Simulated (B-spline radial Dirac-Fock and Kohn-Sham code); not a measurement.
**What relativity does to the binding energies of Bi³⁺**

System: the Bi³⁺ ion in the configuration [Xe] 4f14 5d10 6s2.

Both columns are ΔSCF binding energies of the configuration average from a radial atomic solver: non-relativistic Hartree-Fock with a point nucleus, and Dirac-Fock with a finite nucleus and the Coulomb interaction alone, averaged over the two j levels with weights 2j+1.

```csv
shell,Hartree-Fock (eV),Dirac-Fock (eV),shift (eV),shift (%)
1s,81583.9,91075.2,+9491.29,+11.63
2s,13931.8,16499.3,+2567.49,+18.43
2p,13400.2,14270.5,+870.28,+6.49
3s,3411.9,4059.0,+647.14,+18.97
3p,3158.5,3403.6,+245.09,+7.76
3d,2690.7,2666.5,-24.18,-0.90
4s,821.2,987.2,+165.98,+20.21
4p,708.3,767.0,+58.71,+8.29
4d,501.0,492.1,-8.93,-1.78
4f,217.6,195.9,-21.69,-9.97
5s,174.1,206.4,+32.29,+18.55
5p,133.4,141.7,+8.36,+6.27
5d,65.50,61.85,-3.65,-5.57
6s,37.78,42.65,+4.87,+12.89
```

Relativity binds 1s, 2s, 2p, 3s, 3p, 4s, 4p, 5s, 5p, 6s more strongly, among those listed most of all 4s in relative terms, and 3d, 4d, 4f, 5d more weakly, because the contracted s and p shells screen the nucleus better.

Values without a named source are computed, but for edge energies of neutral atoms, which are taken from tables.
